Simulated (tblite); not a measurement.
Compound: C3H11FSi2.
Atom-mapped SMILES: `[CH3:1][SiH2:2][CH2:3][C@@H:4]([F:5])[SiH3:6]` (hydrogens: H7, H8, H9 on C1; H10, H11 on Si2; H12, H13 on C3; H14 on C4; H15, H16, H17 on Si6)

Cartesian coordinates in Å at the GFN2-xTB level; atoms count from 1:
```xyz
17
C3H11FSi2 angstrom
C      2.4945    0.0170    0.9936
Si     1.5475   -0.9548   -0.3289
C     -0.0548   -0.0319   -0.8255
C     -1.1779   -0.1669    0.1916
F     -0.7146    0.2373    1.4470
Si    -2.7351    0.8811   -0.2186
H      2.7901    0.9974    0.6289
H      1.8865    0.1669    1.8808
H      3.3971   -0.5079    1.2924
H      2.3667   -1.0952   -1.5419
H      1.1765   -2.2883    0.1630
H     -0.4298   -0.4195   -1.7726
H      0.1594    1.0271   -0.9794
H     -1.4284   -1.2274    0.3208
H     -3.6932    0.7301    0.8738
H     -3.2753    0.3717   -1.4800
H     -2.3162    2.2754   -0.3560
```

Level: GFN2-xTB in tblite, geometry and Hessian alike; calculated harmonic values, unscaled, isolated species. The method is semi-empirical: single wavenumbers can be off by several per cent or more. Modes of hydrogen on silicon can be 10 to 20 % off. One conformer, not necessarily the lowest.

Harmonic wavenumbers (cm⁻¹): 27.7, 74.9, 107.0, 122.5, 144.8, 173.6, 208.1, 292.8, 386.0, 455.6, 534.6, 550.8, 585.0, 664.9, 699.6, 727.5, 758.4, 767.4, 771.7, 776.8, 782.1, 810.4, 832.6, 848.6, 959.2, 1067.8, 1134.4, 1205.7, 1276.7, 1313.7, 1372.0, 1468.8, 1479.6, 1483.8, 2205.0, 2219.9, 2271.4, 2283.4, 2296.1, 2896.3, 2974.4, 2995.0, 3029.8, 3040.8, 3047.6.

A = 4753, B = 1026, C = 917.6 MHz; mass 122.038 u (most abundant isotopes); point group C1, symmetry number 1.

**Question.** What is the zero-point energy?

**Answer.** ½Σν̃ = 27062 cm⁻¹ = 323.74 kJ/mol.

**Question.** Give the ideal-gas entropy at 273.15 K and 1 bar in the rigid-rotor, harmonic-oscillator model (classical rotation).

**Answer.** Translation 166.95, rotation 118.84, vibration 120.77: S = 406.6 J/(mol K).

**Question.** And Cp and H(273.15 K) − H(0)?

**Answer.** Cp = 152.83 J/(mol K), of which vibrations give 119.57 (their classical limit is 45 R = 374.2); H(273.15 K) − H(0) = 25.92 kJ/mol without the zero-point energy, 16.83 from vibrations.

**Question.** How do the functions run with temperature in this model?

**Answer.** 
```csv
T (K),S (J/(mol K)),Cp (J/(mol K)),H − H(0) (kJ/mol),G − H(0) (kJ/mol),ln q(vib)
100,295.5,81.9,5.77,-23.78,2.25
200,364.0,121.5,15.88,-56.93,5.11
300,421.4,163.8,30.17,-96.25,7.84
500,521.6,229.3,69.95,-190.84,13.11
800,643.7,289.8,148.61,-366.35,20.41
1000,711.4,316.3,209.36,-502.02,24.81
```

q(vib) and H(0) count from the zero-point level.

**Question.** Which modes carry the vibrational entropy at 273.15 K?

**Answer.** 27.7 cm⁻¹: 24.33; 74.9 cm⁻¹: 16.10; 107.0 cm⁻¹: 13.19; 122.5 cm⁻¹: 12.10; 144.8 cm⁻¹: 10.77; 173.6 cm⁻¹: 9.34 J/(mol K); the other 39 give 34.94 together.

**Question.** Blend soft modes into free rotors: weight 1/[1 + (100 cm⁻¹/ν̃)⁴] for the oscillator and the rest for a rotor with moment μB/(μ + B), μ = h/(8π²ν), B = 10⁻⁴⁴ kg m². What vibrational entropy results?

**Answer.** 109.58 J/(mol K) in place of 120.77, which changes −T·S at 273.15 K by +3.06 kJ/mol.

Hindered rotation and anharmonicity are outside this model. Other conformers, if any are populated, would add a mixing term that is left out. The structure is chiral; the term R ln 2 for an equal mix with its mirror image is left out.

Hardware: Arm Neoverse N1, one thread, shared host with 64 logical CPUs at a one-minute load of 44. Cost: 0.89 s wall. This covers the Hessian and the dipole derivatives.
